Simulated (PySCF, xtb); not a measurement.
CaF, SMILES [F][Ca+], charge +1.

Harmonic wavenumbers (cm⁻¹) from xtb 6.7.1 with GFN2-xTB at its own minimum, in rising order: 359.

Q: What does PySCF with PBE-D3(BJ)/def2-TZVPD give at its own minimum? (An estimate is asked for; the answer gives what the named calculation found.)

A: 677. Paired by order, the mean absolute difference is 318 cm⁻¹ and the zero-point energies are 0.5 and 1.0 kcal/mol.
